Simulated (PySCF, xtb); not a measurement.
Ge(Cl)(SH)3 (ClGeH3S3), SMILES [SH][Ge]([SH])([SH])[Cl]. One conformer was computed; it need not be the lowest.

Harmonic wavenumbers (cm⁻¹) from GFN2-xTB run with xtb at its own minimum, in rising order: 48, 95, 107, 110, 122, 131, 133, 156, 303, 350, 360, 367, 657, 669, 681, 2414, 2418, 2448.

### Question
What does PySCF with ωB97X-D3(BJ)/def2-SVP give at its own minimum? (Estimate from the structure and the level; the computed values follow.)

### Answer
53, 113, 129, 147, 152, 160, 187, 247, 382, 447, 454, 459, 756, 768, 788, 2753, 2756, 2760. Paired by order, the mean absolute difference is 108 cm⁻¹ and the zero-point energies are 16.5 and 19.3 kcal/mol.
